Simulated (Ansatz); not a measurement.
ClH2InO, SMILES `[OH][InH][Cl]`, charge 0, multiplicity 1.

Task: Give a relaxed structure at PBE0-D4/def2-TZVP (Ansatz). (Best estimate.)

Result: Computed: 
Z-matrix (Å, degrees):
```
In
O 1 1.968
Cl 1 2.333 2 109.8
H 1 1.688 2 126.8 3 -180.0
H 2 0.961 1 111.6 3 0.0
```
Point group Cs.
